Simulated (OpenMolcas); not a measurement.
**Mn3+: moving or changing the point charges**

Mn3+ among 5 point charges of -1 e arranged as a trigonal bipyramid (D3h), 2.03 Å from the ion, with the axial distance 1.868 Å.
```
   2.0300    0.0000    0.0000  -1.00
  -1.0150    1.7580    0.0000  -1.00
  -1.0150   -1.7580    0.0000  -1.00
   0.0000    0.0000    1.8676  -1.00
   0.0000    0.0000   -1.8676  -1.00
```

```yaml
Program: OpenMolcas 26.06
Method: "SS-CASPT2, IPEA 0.25 Eh, imaginary shift 0.1 Eh (closed shells correlated: 3s 3p)"
Basis: ANO-RCC-VTZP [6s5p3d2f1g]
Scalar_Hamiltonian: DKH2, point nucleus
Active_space: 4 electrons in 5 orbitals (3d)
State_averaging: 2S+1 = 5 even, 5 roots; 2S+1 = 3 even, 45 roots; 2S+1 = 1 even, 50 roots
Spin-orbit_coupling: RASSI with atomic mean-field integrals over the reference wave functions
```

Runs around this geometry, states (labels of D3, the rotations of D3h). Energies in cm-1 above the lowest state or level, χT in cm3 K/mol.

| R (Å) | q (e) | Axial / equatorial distance | Ground state | First state of that spin | First gap with spin-orbit (degeneracies) | χT at 300 K | First state of another spin |
| --- | --- | --- | --- | --- | --- | --- | --- |
| 2.03 | -0.5 | 0.92 | 5A1 | 5E 1310 | 23 (1, 2) | 2.390 | 3E 21860 |
| 1.9 | -1 | 0.92 | 5A1 | 5E 3390 | 10 (1, 2) | 2.756 | 3E 22290 |
| 2.03 | -1 | 0.92 | 5A1 | 5E 2560 | 13 (1, 2) | 2.676 | 3E 22220 |
| 2.25 | -1 | 0.92 | 5A1 | 5E 1650 | 19 (1, 2) | 2.506 | 3E 22040 |
| 2.03 | -1 | 0.99 | 5A1 | 5E 1870 | 17 (1, 2) | 2.557 | 3E 21910 |

Taking the first state of the same spin as R^-n, n = -ln(1650 / 3390) / ln(2.25 / 1.9) = 4.3 between the shortest and longest distance.

Scaling the charges by -0.5 / -1 = 0.50 scales the first state of the same spin by 1310 / 2560 = 0.51; with fixed orbitals a first-order splitting would follow the charge.

Roots that are degenerate in the reference are averaged as groups; the widest CASPT2 spread within a group is 170 cm-1 (the 2-fold group of multiplicity 5 near 4700 cm-1 above the lowest state of its run, R = 1.9, q = -1, ratio = 0.92). Shifts and gaps below about the spread of the groups concerned are not significant. The ground term spreads over less than 5000 cm-1, several times less than with real ligands, so orbital moments are less quenched and χT lies further from the spin-only value than at real sites. Free-ion shares, where given, are those of the reference states; single-state CASPT2 does not remix them. Point charges carry no covalency, so the field is a model and not that of real ligands. An unlabelled pair can be two single states that coincide in this model. No measured value stands beside these numbers.
